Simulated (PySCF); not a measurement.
## BeB⁺ from Hartree–Fock to correlated methods

State: ¹Σ⁺ (singlet), closed shell. Set-up: Be pcseg-1, B pcseg-1; no relativity (PySCF 2.14). De refers to Be + B⁺ in their ground configurations, without counterpoise correction. A positive dipole points towards B; it is taken about the centre of mass and depends on that origin.

| Level | Re (Å) | ωe (cm⁻¹) | De (eV) | μ (D) | CPU s a point (SCF and correlation, without the integrals) |
| --- | --- | --- | --- | --- | --- |
| RHF | 2.260 | 402 | 1.15 | -3.33 | 0.01 |
| RHF-MP2 | 2.211 | 458 | 1.43 | n/a | 0.012 |
| RHF-SCS-MP2 | 2.223 | 445 | 1.37 | n/a | n/a |
| RHF-CCSD | 2.207 | 456 | 1.18 | n/a | n/a |
| RHF-CCSD(T) | 2.195 | 463 | 1.26 | n/a | 0.094 |
| PBE | 2.197 | 477 | 2.34 | -2.88 | 0.17 |
| PW91 | 2.193 | 479 | 2.36 | -2.90 | 0.15 |
| BP86 | 2.202 | 470 | 2.27 | -2.92 | 0.13 |
| r²SCAN | 2.200 | 479 | 2.23 | -3.09 | 0.26 |
| PBE0 | 2.193 | 483 | 2.09 | -3.13 | 0.25 |
| M06-2X | 2.204 | 442 | 1.81 | -2.98 | 0.23 |
| LC-ωPBE | 2.173 | 509 | 1.81 | -3.69 | 0.2 |

The bond length runs from 2.173 Å (LC-ωPBE) to 2.260 Å (RHF). De spans 1.15 eV (RHF, mean field) to 2.36 eV (PW91, GGA). Correlation at CCSD(T) changes the Hartree–Fock bond energy by +0.11 eV; the triples alone change it by +0.08 eV.

Correlated steps freeze 1 core orbital. Correlated levels converge slowly with the basis: in double zeta they bind strong bonds too weakly, by up to about 1 eV, and carry superposition errors of some tenths. For an ion De counts to the pair picked by the measured ionisation energies or electron affinities, which need not be the lowest pair at this level. The CCSD T1 diagnostic is raised, a sign that a single reference may not be enough here.

The whole job (state search and all levels along the bond) took about 0.47 min on 1 thread of Arm Neoverse V2 (shared host), peak memory 0.33 GiB.
